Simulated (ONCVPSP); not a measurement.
An all-electron radial function and its pseudo partner (V)

Columns: radius, all-electron u(r) and pseudo u(r) of the 3p shell (level -47.66 eV) of vanadium in the configuration [Ne] 3s2 3p6 3d3 4s1.5; PBE, scalar-relativistic, ONCV scheme, ONCVPSP 4.0.1.

```csv
r (bohr),all-electron,pseudo
0.103,-0.4456,0.0429
0.205,-0.5075,0.1624
0.308,-0.1688,0.3395
0.410,0.2595,0.5408
0.513,0.6258,0.7373
0.615,0.8758,0.8970
0.718,1.0167,1.0047
0.820,1.0670,1.0521
0.923,1.0541,1.0457
1.025,1.0005,0.9977
1.128,0.9228,0.9223
1.230,0.8348,0.8347
1.332,0.7441,0.7440
1.435,0.6549,0.6548
1.538,0.5712,0.5712
1.640,0.4955,0.4954
1.743,0.4267,0.4267
1.845,0.3664,0.3664
1.948,0.3130,0.3130
2.050,0.2670,0.2669
2.153,0.2268,0.2267
2.255,0.1925,0.1925
2.358,0.1629,0.1629
2.460,0.1379,0.1379
2.562,0.1165,0.1165
2.665,0.0982,0.0982
```

(1) How many radial nodes do the two functions have?

(2) At about which radius was the pseudo-wave matched?

(3) Where does each function peak?

(4) Is the pseudo-wave norm-conserving?

Answers

(1) The all-electron 3p function has n − l − 1 = 1; the pseudo-wave has 0, since the states of the same l below it are removed with the core.

(2) 1.25 bohr. The columns agree to 0.0005 from 1.13 bohr on; several derivatives are matched, so the curves merge somewhat inside the radius.

(3) Outermost all-electron maximum near 0.82 bohr, pseudo maximum near 0.82 bohr (to the table’s step).

(4) Yes: the ONCV scheme keeps the norm inside the radius equal to the all-electron one, which fixes the energy derivative of the logarithmic derivative at the level.
